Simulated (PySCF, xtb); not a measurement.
BH₆NO₂Si, SMILES OB(O)N[SiH3].

GFN2-xTB (xtb) at its own geometry gives an orbital gap of 5.81 eV and a dipole moment of 1.82 D.

The structure is a stationary point at TPSSh-D3(BJ)/def2-SVP. This is a generated structure with no PubChem entry under its InChIKey; it may be hypothetical. The values are those of a single conformer.

Question: What does PySCF with r2SCAN/def2-TZVP give? (An estimate is asked for; the answer gives what the named calculation found.)

Answer: gap 6.51 eV (levels -6.60 and -0.09 eV), dipole 2.20 D.
